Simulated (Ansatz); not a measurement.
C₂HF₄ (SMILES F[CH]C(F)(F)F), doublet, geometry from GFN2-xTB. Base run: B3LYP/STO-3G (Ansatz, a quantum-chemistry and plane-wave program).

Geometry (Å):
```xyz
7

F      1.8207    -0.8962    -0.1182
C      1.1166     0.2156    -0.2551
C     -0.3418     0.1715     0.0121
F     -0.6433     0.0210     1.3227
F     -0.9689    -0.8272    -0.6231
F     -0.9100     1.3189    -0.3759
H      1.6652     1.1288    -0.3919
```
Charge 0, spin multiplicity 2.
Orbitals are unrestricted.
All else is at Ansatz's defaults.

Each row names what was changed in the base input (with any setting that the change needs).

| change | E (Eh) | SCF-reference <S^2> |
|---|---|---|
| base | -469.31654 | 0.752 |
| functional = PBE-QIDH | -468.60906 | 0.757 |
| functional = B2PLYP | -468.79707 | 0.755 |
| functional = lc_wpbe | -469.07556 | 0.753 |
| functional = BHLYP | -469.22581 | 0.754 |
| functional = blyp | -469.18214 | 0.752 |
| functional = B97M-V | -469.38594 | 0.753 |
| functional = hse06 | -468.94925 | 0.753 |
| functional = blyp; dispersion = d3bj | -469.18953 | 0.752 |
| functional = wB97X | -469.30893 | 0.753 |
| functional = wB97X-V | -469.26262 | 0.752 |
| functional = wB97M-V | -469.38124 | 0.752 |
| functional = pbe0; dispersion = d3bj | -468.96899 | 0.753 |

Absolute energies of different levels of theory aren't comparable as measures of quality.
